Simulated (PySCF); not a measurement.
# Interval between two levels of Sn²⁺ by level of theory

Sn²⁺ [Kr] 4d10 5s2 → Sn²⁺ [Kr] 4d9 5s2 5p1 [3F4, M_J = 4], as a difference of total energies. Calculation: PySCF 2.14, in x2c-SVPall-2c with one added diffuse shell each of s, p type (7s9p4d, 54 functions); the two-component X2C-1e Hamiltonian. Correlated levels: [Ar] 3d10 frozen; the 6 highest virtual spinors dropped. "Screened" scales the spin-orbit matrix elements by Boettger's factors to mimic the two-electron term; Breit and QED terms are absent.

```json
{"method": "GHF (spin-free)", "interval between two levels (cm⁻¹)": "218780"}
{"method": "GMP2 (spin-free)", "interval between two levels (cm⁻¹)": "219240"}
{"method": "GHF (screened spin-orbit)", "interval between two levels (cm⁻¹)": "217350"}
{"method": "GMP2 (screened spin-orbit)", "interval between two levels (cm⁻¹)": "217710"}
```

The labels give the starting determinants; with spin-orbit coupling the two ends relaxed to ⟨J²⟩ = 0.00, ⟨L²⟩ = 0.02, ⟨S²⟩ = 0.02 and ⟨J²⟩ = 20.01, ⟨L²⟩ = 12.02, ⟨S²⟩ = 2.02.
